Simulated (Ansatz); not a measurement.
Mulliken charges of CH4AlNOSi, SMILES `[OH][Al]1[CH]=N[SiH2]1` from ωB97M-V/def2-TZVPP in Ansatz (PBE0-D4/def2-TZVP geometry).

| atom | x (Å) | y (Å) | z (Å) | charge (e) |
| --- | --- | --- | --- | --- |
| O1 | -0.831 | 2.177 | -1.390 | -0.365 |
| Al2 | -0.270 | 0.832 | -0.532 | 0.399 |
| C3 | 1.529 | 0.116 | -0.041 | -0.176 |
| N4 | 1.220 | -0.940 | 0.612 | -0.244 |
| Si5 | -0.546 | -1.213 | 0.742 | 0.179 |
| H6 | -1.742 | 2.410 | -1.558 | 0.161 |
| H7 | 2.591 | 0.361 | -0.170 | 0.111 |
| H8 | -0.954 | -1.259 | 2.174 | -0.032 |
| H9 | -0.908 | -2.529 | 0.146 | -0.032 |

**Question.** By hand: the dipole of these point charges (1 e Å = 4.8032 D).

**Answer.** Σ q r = (-0.402, 0.078, -0.058) e Å, of length 0.414 e Å = 1.99 D.

**Question.** How does the dipole of the full density compare? (An estimate is asked.)

**Answer.** Computed: (-0.418, 0.286, -0.189) e Å, 2.60 D; the point charges give 0.77 times that, at 26° from its direction.

Point charges leave out the atoms' own dipoles, such as those of lone pairs, and Mulliken's split depends on the basis, so the two needn't agree.
